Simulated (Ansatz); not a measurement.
Mg₅S₄, relaxed as a singlet with RKS B3LYP-D4/def2-SVP in Ansatz, starting from the GFN2-xTB geometry. Force threshold 0.02 eV/Å.

Another isomer (singlet) lies 2.03 eV lower at PBE0-D4/def2-TZVP; other spin states weren't run for this one.

Start:

Cartesian coordinates in Å:
```
Mg 0.4272 -1.0782 -0.8332
Mg -1.0133 -0.7689 0.2333
Mg 1.5716 0.3355 -0.8109
Mg -0.7347 0.8798 0.9223
Mg 0.8354 1.4961 0.2594
S -2.0496 -0.0627 1.2540
S 1.8515 -0.9985 -1.6856
S -0.7804 -2.1458 -0.6344
S -0.1077 2.3426 1.2952
```

| step | energy (eV) | largest force component (eV/Å) | SCF passes |
| --- | --- | --- | --- |
| 1 | -70488.5207 | 35.943 | 20 |
| 2 | -70515.2502 | 19.491 | 35 |
| 3 | -70530.9251 | 9.756 | 35 |
| 4 | -70541.6697 | 5.571 | 33 |
| 5 | -70547.6249 | 4.352 | 33 |
| 6 | -70550.9594 | 3.173 | 32 |
| 7 | -70553.0172 | 2.239 | 26 |
| 8 | -70554.4034 | 1.483 | 26 |
| 9 | -70555.3567 | 0.848 | 25 |
| 10 | -70555.8757 | 0.590 | 25 |
| 11 | -70556.1137 | 0.355 | 24 |
| 12 | -70556.2002 | 0.150 | 23 |
| 13 | -70556.2246 | 0.051 | 23 |
| 14 | -70556.2260 | 0.008 | 25 |

Force components are those of the run's own axes.

End:

```xyz
9

Mg    0.845   -2.339   -1.757
Mg   -2.034   -1.585    0.447
Mg    2.627    0.652   -1.308
Mg   -1.573    1.775    1.918
Mg    1.500    2.564    0.402
S    -2.971   -0.037    1.846
S     2.785   -1.346   -2.454
S    -1.132   -3.160   -0.945
S    -0.047    3.477    1.852
```

Bonds lost: Mg1–Mg4, Mg1–Mg5, Mg2–Mg3, Mg2–Mg5, Mg3–Mg4 (atoms count from 1). Metal–metal contacts that move far: Mg2–Mg4 1.81 to 3.70 Å, Mg1–Mg2 1.82 to 3.70 Å, Mg4–Mg5 1.81 to 3.52 Å, Mg1–Mg3 1.82 to 3.51 Å.

No frequencies were taken in this run, so the end may be a saddle point.

It took 61 s on 4 threads of Arm Neoverse V2 on a shared host.
